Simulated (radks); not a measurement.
Charge is removed step by step from the 1s1/2 level of Kr, starting from [Kr]. All-electron calculation, Dirac Kohn-Sham, LDA (Slater exchange, Perdew-Wang correlation), spin-unpolarised, spherical densities, point nucleus. Program: a radial shooting solver on a logarithmic mesh with Libxc functionals.

\begin{tabular}{lrrr}
removed (e) & E - E(0) (eV) & eigenvalue (eV) & E minus straight line (eV) \\ \hline
0 & 0.000 & -14130.5 & 0.000 \\
0.1 & 1415.3 & -14175.7 & -20.234 \\
0.2 & 2835.1 & -14220.8 & -35.953 \\
0.3 & 4259.5 & -14265.9 & -47.162 \\
0.4 & 5688.3 & -14310.9 & -53.865 \\
0.5 & 7121.7 & -14355.8 & -56.071 \\
0.6 & 8559.5 & -14400.7 & -53.787 \\
0.7 & 10001.8 & -14445.4 & -47.025 \\
0.8 & 11448.6 & -14490.0 & -35.795 \\
0.9 & 12899.8 & -14534.5 & -20.115 \\
1 & 14355.4 & -14578.7 & 0.000 \\
\end{tabular}

Removing the whole electron costs 14355.4 eV by Delta-SCF, against 14130.5 eV from minus the eigenvalue at the starting occupation. Slater's transition state (half an electron removed) gives 14355.8 eV. Integrating minus the eigenvalue over the occupation (Janak's theorem) gives 14355.4 eV. The mean slope of the eigenvalue, de/dn, is 448 eV per electron.
